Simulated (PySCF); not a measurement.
PySCF job for C4H10N, SMILES [CH2]CNCC, multiplicity 2, PBE-D3(BJ)/def2-SVP. Geometry: PBE-D3(BJ)/def2-SVP. The isomer is the one that the SMILES or the coordinates give; other isomers of the formula were not compared. One conformer was computed; it need not be the lowest.

```python
import numpy as np
from pyscf import gto, scf, dft, df
from pyscf.hessian import thermo

mol = gto.M(
    atom='''
    C    -2.18238647    0.38571730    0.41315213
    C    -1.31164529   -0.74356051   -0.02486157
    N    -0.01017282   -0.34745673   -0.57395724
    C     0.97436197    0.08398732    0.40925900
    C     2.28091653    0.48901355   -0.26528509
    H    -1.75257836    1.24433331    0.95357367
    H    -3.27375532    0.36247527    0.27116018
    H    -1.84804774   -1.35896687   -0.78229875
    H    -1.10155023   -1.45127539    0.81735989
    H    -0.15534622    0.40037187   -1.26610242
    H     1.15709036   -0.77199839    1.09772692
    H     0.62390437    0.92505538    1.06615646
    H     3.05249204    0.75782421    0.48325402
    H     2.13485951    1.37209097   -0.92314068
    H     2.66666094   -0.33865921   -0.89357545
    ''',
    basis='def2-SVP',
    charge=0,
    spin=1,
    max_memory=1600,
    verbose=3,
)
mf = dft.UKS(mol, xc='pbe').density_fit(auxbasis='def2-universal-jkfit')
mf.disp = 'd3bj'
mf.grids.level = 3
mf.conv_tol = 1e-11
mf.max_cycle = 100
mf.kernel()
fine, coarse = mf.grids, dft.Grids(mol).set(level=1).build(with_non0tab=True)
for _ in range(3):  # follow internal instabilities
    mf.grids = coarse
    mo, _, stable, _ = mf.stability(return_status=True, nroots=4)
    mf.grids = fine
    if stable:
        break
    mf.kernel(mf.make_rdm1(mo, mf.mo_occ))

# [left out here: the lines that compute and print the analytic Hessian (its translational invariance restored by hand, since the grid's response is missing), thermochemistry and intensities]
```

Log of the run:

```

WARN: HOMO -0.199932217924508 >= LUMO -0.199932217924506

converged SCF energy = -212.679371015956  <S^2> = 0.75346853  2S+1 = 2.0034655
<class 'pyscf.df.df_jk.DFUKS'> wavefunction is stable in the internal stability analysis

WARN: DFTD3 does not support analytical Hessian, using finite difference


WARN: Mole.unit (angstrom) is changed to Bohr

Mode                                 0                   1                   2
Irrep
Freq [cm^-1]                       82.7642            105.8296            135.8791
Reduced mass [au]                   2.1367              1.0763              2.0134
Force const [Dyne/A]                0.0086              0.0071              0.0219
Char temp [K]                     119.0793            152.2653            195.4997
Normal mode                   x     y     z       x     y     z       x     y     z
       0   C                 0.04  0.08 -0.05    0.02  0.02  0.01    0.11  0.04  0.08
       1   C                -0.01  0.00  0.03    0.01  0.02 -0.03   -0.02 -0.02 -0.05
       2   N                 0.01 -0.07  0.02    0.01 -0.03 -0.02    0.02 -0.10 -0.04
       3   C                 0.03 -0.12  0.02   -0.02 -0.01 -0.01   -0.06  0.04 -0.02
       4   C                -0.06  0.11 -0.01   -0.01  0.01  0.03   -0.04  0.03  0.04
       5   H                 0.08  0.08 -0.09    0.11  0.26 -0.45    0.20 -0.11  0.24
       6   H                 0.05  0.15 -0.11   -0.07 -0.33  0.70    0.12  0.23 -0.02
       7   H                -0.03 -0.03  0.07   -0.03  0.05 -0.03   -0.09  0.11 -0.10
       8   H                -0.04  0.05  0.08   -0.04 -0.02 -0.05   -0.08 -0.11 -0.12
       9   H                 0.03 -0.06  0.03    0.04 -0.05 -0.05    0.04 -0.16 -0.11
      10   H                 0.15 -0.19 -0.11   -0.02 -0.00  0.01   -0.07  0.11  0.08
      11   H                -0.02 -0.24  0.14   -0.05 -0.02 -0.02   -0.14  0.09 -0.13
      12   H                -0.03  0.05 -0.02   -0.04  0.03  0.05   -0.12  0.19  0.06
      13   H                -0.18  0.20  0.15   -0.01  0.00  0.02   -0.05 -0.06 -0.09
      14   H                -0.03  0.25 -0.18    0.03  0.02  0.05    0.08 -0.02  0.18
Mode                                 3                   4                   5
Irrep
Freq [cm^-1]                      255.7801            272.1611            353.0749
Reduced mass [au]                   1.4128              1.5456              2.2984
Force const [Dyne/A]                0.0545              0.0675              0.1688
Char temp [K]                     368.0106            391.5793            507.9962
Normal mode                   x     y     z       x     y     z       x     y     z
       0   C                 0.04 -0.00  0.01    0.00  0.00  0.01    0.12 -0.02 -0.04
       1   C                 0.02 -0.03  0.06    0.02 -0.01  0.07    0.04 -0.07 -0.00
       2   N                -0.03 -0.02 -0.07   -0.05  0.04 -0.08   -0.02  0.09  0.01
       3   C                -0.06  0.05 -0.06   -0.01 -0.06 -0.07   -0.05  0.02  0.06
       4   C                 0.02 -0.00  0.06    0.03  0.01  0.06   -0.09 -0.04 -0.02
       5   H                 0.07  0.02 -0.05    0.00  0.05 -0.06    0.27  0.05 -0.27
       6   H                 0.05  0.06 -0.05    0.02  0.03 -0.07    0.12  0.13 -0.05
       7   H                -0.02 -0.13  0.16   -0.02 -0.14  0.20    0.05 -0.08 -0.00
       8   H                 0.13  0.07  0.11    0.17  0.12  0.14    0.10 -0.07 -0.02
       9   H                -0.10 -0.03 -0.07   -0.14  0.14  0.03   -0.10  0.20  0.14
      10   H                -0.12  0.07 -0.02   -0.04 -0.13 -0.15   -0.08 -0.02  0.02
      11   H                -0.09  0.07 -0.11   -0.02 -0.13  0.01   -0.02  0.00  0.10
      12   H                 0.07 -0.43  0.16   -0.17  0.31  0.16   -0.01 -0.00 -0.11
      13   H                 0.24  0.25  0.34    0.00 -0.15 -0.15   -0.14 -0.09 -0.07
      14   H                -0.16  0.11 -0.20    0.32 -0.04  0.30   -0.18 -0.09 -0.01
Mode                                 6                   7                   8
Irrep
Freq [cm^-1]                      455.9889            500.6483            733.1635
Reduced mass [au]                   1.4922              2.0220              1.2591
Force const [Dyne/A]                0.1828              0.2986              0.3987
Char temp [K]                     656.0665            720.3214           1054.8591
Normal mode                   x     y     z       x     y     z       x     y     z
       0   C                -0.02 -0.04  0.06   -0.05 -0.03  0.11   -0.01 -0.03  0.01
       1   C                -0.07 -0.05 -0.01    0.08  0.08 -0.01    0.01  0.01 -0.05
       2   N                -0.05  0.00  0.05    0.07 -0.02 -0.06   -0.04  0.07  0.07
       3   C                 0.04  0.02 -0.03   -0.03 -0.02  0.02   -0.01 -0.01 -0.03
       4   C                 0.08  0.03 -0.00   -0.06 -0.02  0.01   -0.02 -0.01 -0.00
       5   H                 0.16  0.23 -0.49   -0.17  0.28 -0.29    0.20 -0.11 -0.03
[...]
      11   H                 0.03 -0.18  0.27    0.15 -0.30  0.42   -0.31  0.72  0.54
      12   H                 0.06 -0.20  0.01    0.08  0.08 -0.12   -0.01 -0.00 -0.02
      13   H                -0.17 -0.05 -0.04   -0.01  0.16  0.21    0.00 -0.02  0.01
      14   H                 0.12  0.01  0.07    0.00 -0.15  0.18    0.01 -0.02 -0.01
Mode                                30                  31                  32
Irrep
Freq [cm^-1]                     2880.9024           2964.3001           2965.3546
Reduced mass [au]                   1.0695              1.0812              1.0915
Force const [Dyne/A]                5.2297              5.5974              5.6549
Char temp [K]                    4144.9772           4264.9679           4266.4850
Normal mode                   x     y     z       x     y     z       x     y     z
       0   C                -0.00  0.00  0.00   -0.00 -0.00 -0.00   -0.00 -0.00 -0.00
       1   C                -0.01  0.06 -0.05    0.01  0.01  0.01    0.04  0.03  0.06
       2   N                 0.00 -0.00 -0.00    0.00  0.00 -0.00    0.00 -0.00 -0.00
       3   C                 0.00 -0.00 -0.00    0.01 -0.06  0.04   -0.00  0.02 -0.01
       4   C                 0.00  0.00  0.00    0.01  0.02 -0.01    0.00 -0.00  0.00
       5   H                 0.00  0.00  0.00    0.00  0.00  0.00    0.01  0.02  0.02
       6   H                -0.00  0.01 -0.00    0.01  0.00  0.00    0.02  0.00  0.00
       7   H                -0.10 -0.10 -0.15   -0.10 -0.11 -0.14   -0.43 -0.50 -0.62
       8   H                 0.18 -0.58  0.72   -0.00  0.03 -0.03   -0.03  0.13 -0.13
       9   H                -0.00  0.01 -0.01    0.00 -0.02  0.01    0.00  0.00  0.00
      10   H                 0.01 -0.01  0.01   -0.14  0.66 -0.52    0.04 -0.17  0.14
      11   H                -0.02  0.05  0.04   -0.03  0.06  0.06    0.01 -0.01 -0.01
      12   H                -0.00 -0.00 -0.00   -0.10 -0.03 -0.10   -0.01 -0.00 -0.01
      13   H                -0.00 -0.00  0.00    0.05 -0.26  0.19   -0.00  0.02 -0.01
      14   H                 0.00 -0.00 -0.00   -0.05  0.11  0.08   -0.00  0.01  0.01
Mode                                33                  34                  35
Irrep
Freq [cm^-1]                     2968.9292           3052.5821           3074.4382
Reduced mass [au]                   1.0442              1.1013              1.0738
Force const [Dyne/A]                5.4228              6.0462              5.9798
Char temp [K]                    4271.6281           4391.9860           4423.4321
Normal mode                   x     y     z       x     y     z       x     y     z
       0   C                 0.00  0.00  0.00    0.00 -0.00 -0.00    0.03 -0.04 -0.02
       1   C                -0.00 -0.00 -0.01    0.00  0.00  0.00   -0.00  0.00  0.00
       2   N                -0.00 -0.00  0.00    0.00 -0.00  0.00   -0.00 -0.00 -0.00
       3   C                -0.01  0.03 -0.02   -0.00  0.01 -0.00   -0.00  0.00  0.00
       4   C                 0.03  0.02 -0.03   -0.05  0.06 -0.03    0.01  0.03  0.04
       5   H                -0.00 -0.00 -0.00    0.00  0.00  0.00    0.22  0.42  0.26
       6   H                -0.00 -0.00 -0.00   -0.00 -0.00 -0.00   -0.50 -0.02 -0.07
       7   H                 0.04  0.04  0.06   -0.00 -0.00 -0.00    0.00  0.00  0.00
       8   H                -0.00 -0.01  0.01   -0.00 -0.00  0.00   -0.00  0.00 -0.00
       9   H                 0.00  0.01 -0.00    0.00  0.00  0.00   -0.00  0.00 -0.00
      10   H                 0.06 -0.28  0.22    0.01 -0.08  0.06   -0.00 -0.00 -0.00
      11   H                 0.02 -0.03 -0.03    0.01 -0.02 -0.02    0.00 -0.01 -0.01
      12   H                -0.32 -0.11 -0.32    0.31  0.12  0.30   -0.32 -0.11 -0.31
      13   H                 0.09 -0.48  0.35    0.09 -0.54  0.40    0.00  0.01  0.00
      14   H                -0.17  0.38  0.27    0.16 -0.36 -0.28    0.15 -0.32 -0.23
Mode                                36                  37                  38
Irrep
Freq [cm^-1]                     3075.0277           3187.2753           3409.5595
Reduced mass [au]                   1.0813              1.1188              1.0739
Force const [Dyne/A]                6.0243              6.6963              7.3554
Char temp [K]                    4424.2802           4585.7795           4905.5970
Normal mode                   x     y     z       x     y     z       x     y     z
       0   C                -0.02  0.03  0.01    0.08  0.04  0.03    0.00 -0.00  0.00
       1   C                 0.00 -0.00 -0.00    0.00  0.00  0.00   -0.00  0.00  0.00
       2   N                 0.00  0.00 -0.00   -0.00 -0.00  0.00   -0.01  0.05 -0.05
       3   C                -0.00  0.00  0.00   -0.00  0.00  0.00   -0.00  0.00 -0.00
       4   C                 0.02  0.04  0.05   -0.00 -0.00 -0.00    0.00 -0.00  0.00
       5   H                -0.19 -0.36 -0.23   -0.24 -0.50 -0.31    0.00 -0.00 -0.00
       6   H                 0.43  0.02  0.06   -0.68 -0.01 -0.09   -0.00 -0.00 -0.00
       7   H                -0.00 -0.00 -0.00   -0.01 -0.02 -0.02    0.00  0.00 -0.00
       8   H                 0.00 -0.00  0.00   -0.00  0.00 -0.00    0.00 -0.00  0.01
       9   H                -0.00  0.00  0.00   -0.00  0.00 -0.00    0.13 -0.69  0.66
      10   H                 0.00 -0.00  0.00    0.00 -0.00  0.00    0.00 -0.01  0.01
      11   H                 0.01 -0.02 -0.02    0.00 -0.00 -0.00    0.00 -0.00  0.00
      12   H                -0.37 -0.12 -0.35    0.00  0.00  0.00   -0.00 -0.00  0.00
      13   H                 0.00  0.01  0.01   -0.00  0.00 -0.00   -0.00  0.00 -0.00
      14   H                 0.17 -0.37 -0.27    0.00 -0.00 -0.00   -0.00  0.00 -0.00
temperature 298.1500 [K]
pressure 101325.00 [Pa]
Rotational constants [GHz] 13.70626 2.41482 2.28123
Symmetry number 1
Zero-point energy (ZPE) 0.13011 [Eh]   341616.124 [J/mol]
                           tot       elec      trans        rot        vib
Entropy [J/mol/K]       349.025      5.763    162.106    108.186     72.971
Cv [J/mol/K]            105.986      0.000     12.472     12.472     81.043
Cp [J/mol/K]            114.301      0.000     20.786     12.472     81.043
Internal energy [J/mol]                      3718.434   3718.434 353525.518
Internal energy [Eh]   -212.54189  -212.67937
Enthalpy [J/mol]                             6197.391   3718.434 353525.518
Enthalpy [Eh]          -212.54094
Gibbs free energy [J/mol]                  -42134.438 -28537.080 331769.309
Gibbs free energy [Eh] -212.58058
mode   freq/cm-1   IR/(km/mol)
   1       82.76         0.579
   2      105.83         2.085
   3      135.88         1.665
   4      255.78         0.274
   5      272.16         1.560
   6      353.07         1.024
   7      455.99        29.230
   8      500.65        28.494
   9      733.16        78.015
  10      753.33        17.229
  11      791.33         0.768
  12      902.74         9.073
  13      970.85         3.857
  14     1041.47         2.338
  15     1059.62         1.563
  16     1097.62         2.176
  17     1102.56         9.581
  18     1152.43        39.284
  19     1215.35         1.034
  20     1259.72        10.857
  21     1300.59         2.346
  22     1318.45         5.795
  23     1353.24        16.496
  24     1374.37         8.259
  25     1388.57         4.587
  26     1406.60         8.351
  27     1424.13         5.516
  28     1436.13        13.045
  29     1449.75        10.169
  30     2841.25        83.063
  31     2880.90        31.582
  32     2964.30        19.457
  33     2965.35        31.973
  34     2968.93        30.330
  35     3052.58        26.425
  36     3074.44         5.324
  37     3075.03        19.600
  38     3187.28        11.917
  39     3409.56         0.510
max |gradient| / (hartree/bohr): 2.7560935426546227e-05
APT charges: [-0.0992  0.2977 -0.5419  0.4078  0.0368  0.0291  0.0269 -0.0411 -0.0133
  0.1015 -0.053  -0.1156 -0.0142 -0.0204 -0.0012]
```

The run converged.
